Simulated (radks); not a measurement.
The numbers below are computed, except where a source is named.
Task: Numerical settings for neutral selenium, [Ar] 3d10 4s2 4p4. Code: a radial shooting solver on a logarithmic mesh with Libxc functionals. Model: scalar-relativistic Kohn-Sham, BLYP, spin-unpolarised, spherical densities, point nucleus. The defaults (mesh step 0.008 in ln r, mesh end at 40 bohr or more with all orbitals vanishing there, Anderson mixing 0.5 over 9 steps, residual threshold near 1e-9 with the energy settled to 1e-9 hartree or 1e-11 of itself, here a cap of 85 iterations) give E = -2430.3898 hartree and 4p at -6.369 eV in 14 iterations. Run on one thread of a shared host, so times are rough (Intel(R) Xeon(R) 6975P-C): 0.07 s of CPU time, 0.07 s wall, 14 iterations on 2669 mesh points. One setting is changed at a time: mesh step in ln r 0.08; mesh step in ln r 0.12; mesh step in ln r 0.02; mesh end (bohr) 5; mesh end (bohr) 3; residual threshold 1e-13; residual threshold 0.1; mixing 1.5; linear mixing, mixing 1; linear mixing, mixing 0.05; mixing history 2; iteration cap 8. Which runs fail to converge, and which converge to a wrong energy?

Result: Not converged within the cap: mesh step in ln r 0.08; mesh step in ln r 0.12; linear mixing, mixing 1; linear mixing, mixing 0.05; iteration cap 8. Settled on a wrong energy, with an occupied level pushed above zero by the early mesh end: mesh end (bohr) 3 (+1.54 hartree). Apart from these: settings that end as converged yet miss the energy by more than 1 mhartree: mesh end (bohr) 5 (+0.0729 hartree).
